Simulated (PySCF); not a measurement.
Spin-rotation constants: `C=C(F)[C@@H](CCl)C(F)(F)F`, C5H5ClF4

Geometry (Å), atoms numbered from 1 in this order:
```xyz
15

C     1.6448   -1.5639   -0.2196
C     0.9303   -0.4859   -0.4707
F     1.2301    0.3015   -1.5223
C    -0.2524    0.0164    0.3185
C    -0.0798    1.4841    0.7183
Cl    1.2698    1.6284    1.8723
C    -1.5399   -0.1330   -0.4992
F    -1.5809    0.6567   -1.5734
F    -2.6179    0.1724    0.2408
F    -1.7138   -1.3904   -0.9233
H     2.4763   -1.8312   -0.8459
H     1.4187   -2.1993    0.6143
H    -0.3737   -0.6073    1.2094
H     0.1596    2.0973   -0.1517
H    -0.9759    1.8621    1.2107
```

Method used: GIAO B3LYP/pcSseg-1 magnetisability, rotational g tensor and spin-rotation constants, non-relativistic, gas phase in PySCF. Geometry: GFN2-xTB.

**Question.** Give the nuclear spin-rotation constants along the inertial axes (H = +C I·J) beside the isotropic shieldings.

**Answer.** Rotational constants 1.4455, 0.8522, 0.6727 GHz. A star marks the isotopologue with that one atom substituted, in its own axes.
```csv
atom,isotope,Caa (kHz),Cbb (kHz),Ccc (kHz),mean (kHz),σ (ppm)
F3,19F,0.763,1.305,0.822,0.963,280.6
Cl6,35Cl,0.095,0.223,0.137,0.152,847.2
F8,19F,2.226,0.955,0.673,1.285,258.1
F9,19F,2.313,0.875,0.776,1.322,251.1
F10,19F,1.854,1.160,0.839,1.284,244.7
H11,1H,-0.164,0.056,-0.061,-0.056,26.6
H12,1H,-0.183,-0.086,0.054,-0.072,27.0
H13,1H,-0.165,-0.098,0.027,-0.079,28.9
H14,1H,-0.159,-0.079,0.028,-0.070,27.7
H15,1H,-0.150,0.036,-0.071,-0.062,28.0
C1,13C*,0.225,0.257,0.264,0.248,75.6
C2,13C*,0.395,0.358,0.300,0.351,11.3
C4,13C*,0.290,0.189,0.145,0.208,121.9
C5,13C*,0.236,0.178,0.137,0.183,135.1
C7,13C*,0.465,0.275,0.216,0.319,46.1
```
For the geometry as given, no vibrational averaging.
